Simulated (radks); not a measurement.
Ru+, 43 electrons, occupied as [Kr] 4d7. Calculated with a radial shooting solver on a logarithmic mesh with Libxc functionals: Dirac Kohn-Sham, XLYP, spin-unpolarised, spherical densities, finite nucleus; open shells fill j = l - 1/2 first; Fermi nuclear charge, rms radius 4.4809 fm.

Spin-orbit splittings of the eigenvalues, e(l+1/2) - e(l-1/2), with zeta = 2 splitting/(2l+1) and mean radii in bohr:

shell  occ.  splitting (eV)  zeta (eV)  <r> j=l-1/2  <r> j=l+1/2
2p        6           131.0      87.35       0.1236       0.1284
3p        6           22.23      14.82       0.3957       0.4064
3d       10           4.330      1.732       0.3822       0.3857
4p        6           3.395      2.263        1.107        1.139
4d        7          0.3310     0.1324        1.641        1.664
